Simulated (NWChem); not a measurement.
System meant: CH$_{4}$BFOS; SMILES O(C)B(F)S

Input file for NWChem:

```
start job
memory heap 200 mb stack 900 mb global 1100 mb
geometry units angstroms noautoz
  B      0.558669    -0.104670    -0.085152
  F      1.746644    -0.670649    -0.263948
  O      0.468593     1.225625    -0.233196
  C     -0.731353     1.938444    -0.070292
  H     -1.498630     1.604436    -0.788780
  H     -1.133095     1.822350     0.950309
  H     -0.525213     3.002720    -0.246978
  S     -0.884609    -1.131770     0.347316
  H     -0.197862    -2.292596     0.348648
end
basis spherical
  B library def2-svp
  F library def2-svp
  O library def2-svp
  C library def2-svp
  H library def2-svp
  S library def2-svp
end
dft
  xc xpbe96 cpbe96
  iterations 4
  mulliken
end
task dft energy
```

End of the output:

```
    Atom       Charge   Shell Charges
 -----------   ------   -------------------------------------------------------
    1 B    5     5.41   1.96  0.51  0.24  1.46  0.73  0.51
    2 F    9     8.94   1.98  0.98  0.70  3.20  2.07  0.01
    3 O    8     8.00   1.97  0.87  0.54  2.75  1.85  0.02
    4 C    6     5.94   1.96  0.58  0.30  1.85  1.13  0.12
    5 H    1     0.97   0.64  0.27  0.07
    6 H    1     0.97   0.64  0.27  0.07
    7 H    1     0.97   0.65  0.26  0.06
    8 S   16    15.81   2.00  1.95  0.95  0.63  5.81  1.91  2.51  0.06
    9 H    1     0.99   0.61  0.30  0.08

 center of mass
 --------------
 x =   0.11220751 y =  -0.09966819 z =   0.00000000

 moments of inertia (a.u.)
 ------------------
         509.461167196867           0.000000147605           0.000000000000
           0.000000147605         377.118083266857           0.000000000000
           0.000000000000           0.000000000000         875.042512944683

     Multipole analysis of the density
     ---------------------------------

     L   x y z        total         alpha         beta         nuclear
     -   - - -        -----         -----         ----         -------
     0   0 0 0     -0.000000    -24.000000    -24.000000     48.000000

     1   1 0 0     -0.544562     -0.272281     -0.272281     -0.000000
     1   0 1 0      0.147984      0.073992      0.073992     -0.000000
     1   0 0 1     -0.000000     -0.000000     -0.000000      0.000000

     2   2 0 0    -29.294809   -107.931207   -107.931207    186.567605
     2   1 1 0     -1.764668      2.519507      2.519507     -6.803683
     2   1 0 1      0.000000      0.000000      0.000000      0.000000
     2   0 2 0    -22.434164   -155.066299   -155.066299    287.698433
     2   0 1 1      0.000000      0.000000      0.000000      0.000000
     2   0 0 2    -26.850127    -16.286855    -16.286855      5.723582

 ------------------------------------------------------------------------
 dft energy failed                                                                                  0
 ------------------------------------------------------------------------
 ------------------------------------------------------------------------
  current input line :
    27: task dft energy
 ------------------------------------------------------------------------
 ------------------------------------------------------------------------
 This type of error is most commonly associated with calculations not reaching convergence criteria
 ------------------------------------------------------------------------
 For more information see the NWChem manual at https://nwchemgit.github.io

0:dft energy failed:Received an Error in Communication
```

Question: What is wrong, and how is it mended?

Answer: Convergence was not reached. Cause: the SCF was allowed too few iterations. This input runs:
```
start job
memory heap 200 mb stack 900 mb global 1100 mb
geometry units angstroms noautoz
  B      0.558669    -0.104670    -0.085152
  F      1.746644    -0.670649    -0.263948
  O      0.468593     1.225625    -0.233196
  C     -0.731353     1.938444    -0.070292
  H     -1.498630     1.604436    -0.788780
  H     -1.133095     1.822350     0.950309
  H     -0.525213     3.002720    -0.246978
  S     -0.884609    -1.131770     0.347316
  H     -0.197862    -2.292596     0.348648
end
basis spherical
  B library def2-svp
  F library def2-svp
  O library def2-svp
  C library def2-svp
  H library def2-svp
  S library def2-svp
end
dft
  xc xpbe96 cpbe96
  iterations 150
  mulliken
end
task dft energy
```
It converges to -638.00460 Ha (PBE/def2-SVP).
